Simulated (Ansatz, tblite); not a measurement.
Cost and result up the ladder for Si₁₇H₂₄, a nanocrystal cut from cubic silicon (41 atoms). The state is a singlet with charge 0. Geometry: PBE-D4/def2-SVP.

```xyz
41

Si    2.239   -0.805   -3.783
Si    0.558    2.617   -1.698
Si   -3.274   -1.716    1.635
Si   -2.064    1.857    0.925
Si   -0.583   -1.059   -1.060
Si    2.948   -0.002   -0.025
Si    0.269   -0.655    2.671
Si    1.504    2.914    1.973
Si    0.239   -1.860   -3.114
Si   -2.435   -2.384   -0.461
Si   -1.241    1.192   -1.180
Si    3.840   -0.798   -2.052
Si    2.293    2.254   -0.148
Si   -3.926    0.543    1.517
Si   -1.591   -1.972    3.263
Si   -0.371    1.606    2.541
Si    1.090   -1.318    0.569
H     2.812   -1.533   -4.975
H     1.943    0.611   -4.204
H     0.091    4.046   -1.555
H     1.037    2.420   -3.114
H    -4.468   -2.566    2.008
H    -2.457    3.315    0.856
H     3.999   -0.116    1.057
H     1.366   -0.797    3.701
H     1.126    4.375    1.948
H     2.589    2.720    3.003
H    -0.814   -1.695   -4.182
H     0.509   -3.336   -2.949
H    -3.510   -2.254   -1.513
H    -2.000   -3.828   -0.407
H    -2.339    1.324   -2.211
H     5.031    0.032   -2.465
H     4.310   -2.216   -1.835
H     3.492    3.094   -0.526
H    -5.015    0.705    0.485
H    -4.467    0.990    2.852
H    -2.117   -1.541    4.610
H    -1.187   -3.423    3.354
H    -0.916    2.038    3.883
H     1.491   -2.776    0.606
```

Ansatz on 2 threads of AMD EPYC 7R13 on a shared host and a share (18 GiB) of an NVIDIA H100 80GB HBM3; xTB runs through tblite on one thread. Times are rough, summed over both states, and most runs start from the orbitals of an earlier one. PBE0-D4/def2-TZVP serves as the yardstick here, not as an exact answer. The other state is a doublet.

The xTB rows come from tblite. Single mean-field runs in def2-TZVP are fitted with def2-universal-jkfit.

Raw xTB energies of ions are shifted by several eV.

```
                          level  functions  vertical IE (eV)  difference from PBE0-D4/def2-TZVP (eV)
PBE0-D4/def2-TZVP (with forces)        773              8.23                                    0.00
                       GFN1-xTB        201             12.48                                    4.25
          LDA (SPW92)/def2-TZVP        773              7.79                                   -0.44
                       GFN2-xTB        177             10.32                                    2.10
               PBE-D4/def2-TZVP        773              7.79                                   -0.44
```

Problem. Estimate how long each takes.

Solution. GFN1-xTB 0.56 s; GFN2-xTB 0.68 s; PBE-D4/def2-TZVP 37 s; LDA (SPW92)/def2-TZVP 42 s; PBE0-D4/def2-TZVP (with forces) 44 s. On shared hardware such times vary by a factor of up to 3.
